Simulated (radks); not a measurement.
Results of a calculation; reference values are marked as such.
Spin polarisation of the 3p4 shell in the chlorine ion Cl+. Start: [Ne] 3s2 3p(up 2, down 2); electrons of 3p are moved from spin down to spin up, other shells keep equal spins. Level of theory: non-relativistic Kohn-Sham, PBE, spin-polarised, spherical densities, point nucleus (a radial shooting solver on a logarithmic mesh with Libxc functionals).

moment (Bohr magnetons)  E - E(0) (eV)  e(3p up) (eV)  e(3p down) (eV)  3s down minus up (eV)
0                                0.000        -19.438          -19.438                 0.000
0.5                             -0.065        -19.687          -19.168                  0.557
1                               -0.260        -19.914          -18.872                  1.116
1.5                             -0.586        -20.121          -18.550                  1.682
2                               -1.046        -20.308          -18.199                  2.257

At moment 2 the spin-polarisation energy is -1.046 eV and the 3p exchange splitting 2.109 eV, that is 1.054 eV per Bohr magneton; E = -I m^2/4 would give I = 1.046 eV.
